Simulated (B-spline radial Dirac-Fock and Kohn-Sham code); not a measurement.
**Free-atom binding energies and absorption edges of Sr**

Calculated with a B-spline atomic structure program, using Dirac-Fock (average of configuration) total-energy differences with a finite nucleus, the Breit interaction including its frequency dependence, and self-energy and vacuum-polarisation corrections. Correlation and solid-state effects are left out.

The run's input, task.json:

```json
{"items": [{
  "Z": 38,
  "q": 0,
  "cfg": [[1, 0, 2], [2, 0, 2], [2, 1, 6], [3, 0, 2], [3, 1, 6], [3, 2, 10], [4, 0, 2], [4, 1, 6], [5, 0, 2]],
  "A": 88,
  "rrms": 4.224,
  "do": ["binding"],
  "screen": [5, 1]
}]}
```

Launch: `python xray_run.py task.json out`

Two models are given for [Kr] 5s2. In the first the electron is removed to infinity. In the second it is placed in the 5p shell, so that the atom stays neutral; this mimics a hole screened by valence charge, or the onset of absorption below the ionisation limit. The tabulated edges (Elam, Ravel and Sieber, Radiat. Phys. Chem. 63, 121 (2002)) refer to the element in its standard state, with the Fermi level as zero for a metal.

```
     level  ionised (eV)  screened (eV)  tabulated (eV)
    K (1s)       16113.0        16108.9         16105.0
   L1 (2s)        2230.8         2226.6          2216.0
L2 (2p1/2)        2016.8         2012.6          2007.0
L3 (2p3/2)        1949.5         1945.4          1940.0
   M1 (3s)         369.8          365.6           358.7
M2 (3p1/2)         291.3          287.2           280.3
M3 (3p3/2)         280.7          276.6           270.0
M4 (3d3/2)         143.0          138.9           136.0
M5 (3d5/2)         141.3          137.1           134.2
   N1 (4s)         50.74          46.67           38.90
N2 (4p1/2)         28.51          24.48           21.60
N3 (4p3/2)         27.33          23.30           20.10
```

Question: Which of the two models lies closer to the table on average?

Answer: The screened model lies closer: the mean absolute deviations are 9.6 eV (ionised) and 5.5 eV (screened). Screening lowers the levels by 4.1 eV on average.
